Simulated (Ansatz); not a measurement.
```yaml
crystal:
  periodic: [false, false, false]
  atoms:
    - {symbol: Pd, position_ang: [-0.155436, 1.372915, 0.234252]}
    - {symbol: Pd, position_ang: [0.026650, -1.359452, 0.288186]}
    - {symbol: S, position_ang: [-1.644299, -0.301441, 0.038872]}
    - {symbol: S, position_ang: [1.681281, 0.196472, 0.167989]}
basis:
  gaussian: {orbitals: def2-TZVP, final_grid: {core_spheres: 20, valence_spheres: 16, degree: 47}, nuclear_model: gaussian}
hamiltonian: {xc: {name: r2SCAN0}, pseudopotentials: {relativity: none}}
scf: {lower_state_search: light}
output: {forces: true}
```

```sh
$ ansatz run in.yaml --threads 4 --pin off --events-out ev --progress --plain --max-ram 3916MiB
```

Output, abridged:

```
Functional definition: r2SCAN0
  name "r2SCAN0"
  cite "Bursch, Neugebauer, Ehlert & Grimme, J. Chem. Phys. 156, 134105 (2022) doi:10.1063/5.0086040"
  cite "Furness, Kaplan, Ning, Perdew & Sun, J. Phys. Chem. Lett. 11, 8208 (2020) doi:10.1021/acs.jpclett.0c02405"
  cite "Furness, Kaplan, Ning, Perdew & Sun, J. Phys. Chem. Lett. 11, 9248 (2020) doi:10.1021/acs.jpclett.0c03077"
  parent r2scan
  parameter a = 0.25
  parameter k0 = 0.174
  parameter k1 = 0.065
  parameter a1 = 4.9479
  exchange = (1 - a)*r2scan_x(k0 = k0, k1 = k1, a1 = a1) + a*exact_x
  correlation = r2scan_c
1352 factors; their error is unknown
mean field evaluation 1: about -28623.7820 eV, gradient 6.4e1 eV
mean field evaluation 2: about -28529.8330 eV, gradient 2.4e2 eV
mean field evaluation 4: about -28630.1320 eV, gradient 2.4e1 eV
mean field evaluation 8: about -28631.1365 eV, gradient 7.8e-1 eV
mean field evaluation 16: about -28631.2888 eV, gradient 7.7e-3 eV
mean field evaluation 32: about -28631.2888 eV, gradient 9.8e-5 eV
mean field -28631.28883421 eV, -1052.1804576725 hartree, gradient 1.9e-5 eV, S^2 0.000000; 4 other end points of the search recorded, 0 dependent functions left out
the calculation of the forces begins
reference -28631.28884724 eV, -1052.1804581514 hartree; 34, 34 occupied and 120, 120 virtual orbitals, 1352 factors
Total energy: -28631.28884724 eV, -1052.1804581514 hartree
Atom 0 at    -0.155436     1.372915     0.234252 Å, force    -0.259485    -0.668212    -0.458783 eV/Å
Atom 1 at     0.026650    -1.359452     0.288186 Å, force     3.232526    -1.016187    -0.094648 eV/Å
Atom 2 at    -1.644299    -0.301441     0.038872 Å, force    -2.362383     2.125135     0.097094 eV/Å
Atom 3 at     1.681281     0.196472     0.167989 Å, force    -0.610659    -0.440736     0.456337 eV/Å
Dipole moment:    -0.085741     0.037564     0.058624 e Å
```

It took 7 s on 4 threads of AMD EPYC 9R45 on a shared host, peak host memory 0.65 GiB.

In the def2 sets Pd takes a core potential; there is no spin–orbit coupling. A triplet lies near this restricted singlet, and broken spin symmetry wasn't tried.
